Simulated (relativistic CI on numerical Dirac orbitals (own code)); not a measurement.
**Charge states of bismuth**

These numbers are calculated, not measured: Dirac-Coulomb-Breit CI, KLI orbitals optimised for each configuration, model QED (radiative potential, 1s self-energy scaled to tabulated hydrogen-like ionisation energies), valence Slater integrals scaled by 0.9 (own radial code, finite nucleus).

Each species is treated in one configuration, given outside its closed core. Radial values are for the open shell of highest l, unscaled and averaged over j; ζ includes the Breit term. Labels give the leading LS character, summed over repeated terms.

```csv
Ion,Configuration,Its lowest level,LS weight (%),⟨r⟩ (bohr),⟨r²⟩ (bohr²),ζ (cm⁻¹),F² (cm⁻¹),F⁴ (cm⁻¹)
Bi⁴⁸⁺,3d10 4s2 4p5,2P°_3/2,100,0.3493,0.1384,933400,,
Bi⁴⁹⁺,3d10 4s2 4p4,3P_2,69,0.3476,0.137,944400,291100,
Bi⁵⁰⁺,3d10 4s2 4p3,J = 3/2 (mixed),48,0.3459,0.1357,955500,292300,
Bi⁵¹⁺,3d10 4s2 4p2,3P_0,69,0.3442,0.1344,966700,293500,
Bi⁵²⁺,3d10 4s2 4p,2P°_1/2,100,0.3426,0.1332,977900,,
Bi⁵³⁺,3d10 4s2,1S_0,100,,,,,
Bi⁵⁴⁺,3d10 4s,2S_1/2,100,0.3305,0.1231,,,
Bi⁵⁵⁺,3d10,1S_0,100,,,,,
Bi⁵⁶⁺,3d9,2D_5/2,100,0.1511,0.02652,373900,,
Bi⁵⁷⁺,3d8,3F_4,85,0.1501,0.02614,380100,679300,438400
Bi⁵⁸⁺,3d7,4F_9/2,55,0.1491,0.02578,386400,684500,442000
Bi⁵⁹⁺,3d6,J = 4 (mixed),42,0.1481,0.02542,392800,689700,445600
Bi⁶⁰⁺,3d5,J = 5/2 (mixed),27,0.1471,0.02507,399200,695000,449100
Bi⁶¹⁺,3d4,3P_0,61,0.1462,0.02472,405800,700200,452600
Bi⁶²⁺,3d3,J = 3/2 (mixed),42,0.1452,0.02439,412400,705300,456200
Bi⁶³⁺,3d2,3F_2,71,0.1443,0.02406,419200,710500,459700
Bi⁶⁴⁺,3d,2D_3/2,100,0.1434,0.02374,426000,,
Bi⁶⁵⁺,3s2 3p6,1S_0,100,,,,,
Bi⁶⁶⁺,3s2 3p5,2P°_3/2,100,0.1588,0.02929,3.281e+06,,
Bi⁶⁷⁺,3s2 3p4,3P_2,68,0.1581,0.02903,3.314e+06,613000,
Bi⁶⁸⁺,3s2 3p3,J = 3/2 (mixed),49,0.1574,0.02878,3.347e+06,615500,
Bi⁶⁹⁺,3s2 3p2,3P_0,68,0.1567,0.02853,3.381e+06,617900,
Bi⁷⁰⁺,3s2 3p,2P°_1/2,100,0.156,0.02829,3.414e+06,,
Bi⁷¹⁺,3s2,1S_0,100,,,,,
```
